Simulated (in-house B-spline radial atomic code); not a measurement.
Configurations of N³⁺, with energies counted from [He] 2s2. Method: non-relativistic PW91, spin-polarised, spherical fractional occupations, point nucleus. Calculated with a B-spline radial code for spherical atoms. Shells without spins written out take the highest spin.

```tsv
configuration	E - E(ref) (eV)	highest orbital	its <r> (bohr)
[He] 2s1 2p1	7.5762	2p up	1.03
[He] 2s1 3s1	45.543	3s up	2.691
[He] 2s(1 up, 0 down) 3p(1 up, 0 down)	48.383	3p up	2.719
```

(1) Order these further configurations by energy, lowest first.
A. [He] 2s(1 up, 0 down) 3d(1 up, 0 down)
B. [He] 2s(0 up, 1 down) 3s(1 up, 0 down)
C. [He] 2s(1 up, 0 down) 2p(0 up, 1 down)

## Answers

(1) C (10.912 eV), B (45.899 eV), A (50.586 eV).
